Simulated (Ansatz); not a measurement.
# Worked example: SiHI3 → SiI3 + H

Species: SiHI3 (triiodosilane) `I[SiH](I)I`, singlet; SiI3 (triiodosilyl) `I[Si](I)I`, doublet; H atom, doublet. 

Shapes, held fixed at every level: PBE0-D4/def2-TZVP. Programs: Ansatz 0.2.0. The zero-point and thermal change to 298 K, harmonic and unscaled (PBE0-D4/def2-TZVP), is -16.7 kJ/mol.

At CCSD(T)/def2-TZVPP; 1 Eh = 2625.50 kJ/mol:

```
species   energy (Eh)
  SiHI3  -1181.193004
   SiI3  -1180.553833
      H     -0.499810
```

Task: Work out ΔH(298 K) of the reaction at this level.

Result: 
1. Products less reactants: (-1180.553833) + (-0.499810) − [(-1181.193004)] = 0.139361 Eh = +365.9 kJ/mol.
2. With the thermal change: +365.9 + (-16.7) = +349.2 kJ/mol.

Other levels give +274.0 (HF/def2-SVP) to +355.0 kJ/mol (SPW92/def2-TZVPP). No measured value is set beside it here. Open shells run unrestricted unless RO is named. For atoms past krypton def2 sets carry core potentials with scalar relativity. Correlated rows may include outer-core shells of I, which these sets cover unevenly.
